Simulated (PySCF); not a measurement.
This PySCF input asks for the NMR shieldings of SMILES C1C([C](=C)[AlH][F])CC1, C$_{6}$H$_{10}$AlF; the geometry comes from GFN2-xTB.

```python
import basis_set_exchange as bse
import numpy as np
from pyscf import gto, dft
from pyscf.prop import nmr

atoms = """
C    -1.681710   -0.822940    1.335468
C    -1.155365   -0.204106    0.278913
Al   -2.212409    1.407835   -0.194600
F    -2.048666    2.425595   -1.483654
C     0.120081   -0.646106   -0.372840
C     0.868821    0.451711   -1.150215
C     2.161678    0.089834   -0.405144
C     1.356627   -0.813633    0.539777
H    -1.256455   -1.703520    1.796664
H    -2.592763   -0.442827    1.782565
H    -3.373475    1.749583    0.743348
H    -0.062686   -1.536179   -0.980070
H     0.891412    0.352604   -2.233470
H     0.493599    1.448421   -0.891564
H     2.686334    0.918369    0.066410
H     2.865251   -0.463661   -1.024525
H     1.725180   -1.830530    0.656947
H     1.205786   -0.374132    1.524333
"""
names = dict.fromkeys(["C", "Al", "F", "H"], "pcSseg-1")
basis = {el: gto.basis.parse(bse.get_basis(n, elements=[el], fmt="nwchem")) for el, n in names.items()}
mol = gto.M(atom=atoms, basis=basis, charge=0, verbose=0)
mf = dft.RKS(mol, xc="PBE0")
mf.grids.level = 2
mf.grids.alignment = dft.numint.BLKSIZE   # the property module wants whole blocks of grid points
mf.conv_tol = 1e-9
mf.kernel()

calc = nmr.RKS(mf)   # GIAO
C = mf.mo_coeff
Co = C[:, mf.mo_occ > 0]
resp = mf.gen_response(singlet=True, hermi=2)
def vind(x):   # induced exchange potential for any number of trial vectors
    d = np.einsum("pi,xij,qj->xpq", C, 2 * x.reshape(-1, C.shape[1], Co.shape[1]), Co, optimize=True)
    return np.einsum("xpq,pi,qj->xij", resp(d - d.transpose(0, 2, 1)), C, Co, optimize=True).ravel()
mo1, _ = nmr.rhf.solve_mo1(calc, with_cphf=vind)
sigma = calc.kernel(mo1)
for i, s in enumerate(sigma):   # ppm
    print("%2d %-2s %9.2f" % (i, mol.atom_pure_symbol(i), np.trace(s) / 3))
```

Q: What does it print?

A: 
```
 0 C      42.65
 1 C       4.79
 2 Al    390.79
 3 F     301.97
 4 C     148.90
 5 C     150.16
 6 C     168.89
 7 C     154.24
 8 H      25.05
 9 H      25.53
10 H      27.23
11 H      28.57
12 H      28.99
13 H      29.74
14 H      29.76
15 H      29.65
16 H      29.08
17 H      29.90
```

These numbers come from an equivalent density-fitted implementation of the same equations, which agrees with the script to about 0.01 ppm for H and up to a few tenths of a ppm for heavy atoms, so last digits may differ.

Size and cost of the density-fitted run: 193 basis functions, 2.2 min wall time (120 s CPU) on 1 thread of an Intel Xeon, shared host; peak memory 0.86 GiB.
